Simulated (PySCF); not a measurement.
Level of theory: PySCF with PBE-D3(BJ)/def2-TZVP // CAM-B3LYP-D3(BJ)/def2-SVP. All species are isolated molecules in the gas phase. Excitations are Tamm–Dancoff values on a coarser integration grid. The basis has no diffuse functions, so Rydberg states are missing or too high.

Reference species (SMILES): `[NH2+]1[GaH2-][NH2+][GaH2-]1` (neutral, multiplicity 1).

The S1 excitation (TDA) is 5.67 eV and the HOMO–LUMO gap is 5.63 eV.

Changed species: `[SH+]1[AlH2-][SH+][AlH2-]1`.

Problem. What does the change do to the S1 excitation (TDA) and HOMO–LUMO gap?

Solution. the S1 excitation (TDA) goes up by 0.07 eV, to 5.74 eV; the HOMO–LUMO gap rises by 0.05 eV, to 5.68 eV.
